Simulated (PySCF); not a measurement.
Isomers of C4H11NOSi. The calculation used PySCF, TDDFT PBE0/def2-SVPD, vertical, gas phase, core orbitals frozen in the response. Geometries: GFN2-xTB; one conformer of each isolated species. Triplets are in the Tamm–Dancoff approximation.

**Question.** Rank by computed lowest singlet excitation energy, highest first.
A. `O[SiH2]NC1CCC1`
B. `CO[C@H]1[SiH2]NCC1`
C. `C=CCN(C)[SiH2]O`
D. `CCC/C=N/[SiH2]O`
E. `C=N[Si@H](C)OCC`

**Answer.** A (5.99 eV), B (5.64 eV), C (5.39 eV), D (4.27 eV), E (3.93 eV).

```
             SMILES  S1 (eV)  HOMO (eV)  gap (eV)  T1 (eV)  f (S1)  S1 mainly
     O[SiH2]NC1CCC1     5.99      -6.77      7.12     5.78   0.026  H→L (96%)
CO[C@@H]1CCN[SiH2]1     5.64      -6.60      7.02     5.37   0.006  H→L (98%)
    C=CCN(C)[SiH2]O     5.39      -6.54      6.61     4.46   0.022  H→L (97%)
    CCC/C=N/[SiH2]O     4.27      -6.97      6.27     3.68   0.000  H→L (98%)
    C=N[Si@H](C)OCC     3.93      -6.87      6.00     3.30   0.001  H→L (99%)
```

H and L stand for HOMO and LUMO.

Mean S1 by what the SMILES shows (count): single bonds only 5.82 eV (2); a double or triple bond but no aromatic ring 4.53 eV (3).

- `O[SiH2]NC1CCC1`: Löwdin shares by element: HOMO nitrogen 50%, carbon 21% or more, silicon 9% (atoms not listed hold the other 20%); LUMO oxygen 26%, silicon 24%, hydrogen 21% or more (atoms not listed hold the other 30%).
- `CO[C@@H]1CCN[SiH2]1`: Löwdin shares by element: HOMO nitrogen 56%, carbon 12% or more, silicon 10%, hydrogen 6% or more (atoms not listed hold the other 17%); LUMO silicon 31%, hydrogen 30% or more (atoms not listed hold the other 40%).
- `C=CCN(C)[SiH2]O`: Löwdin shares by element: HOMO nitrogen 53%, carbon 16% or more, silicon 8% (atoms not listed hold the other 22%); LUMO carbon 59% or more, silicon 6% (atoms not listed hold the other 34%).
- `CCC/C=N/[SiH2]O`: Löwdin shares by element: HOMO nitrogen 55%, carbon 21% or more, silicon 9%; LUMO carbon 42% or more, nitrogen 30%, silicon 8% (atoms not listed hold the other 21%).
- `C=N[Si@H](C)OCC`: Löwdin shares by element: HOMO nitrogen 54%, carbon 22% or more, silicon 7% (atoms not listed hold the other 17%); LUMO carbon 41% or more, nitrogen 34%, hydrogen 13% or more.
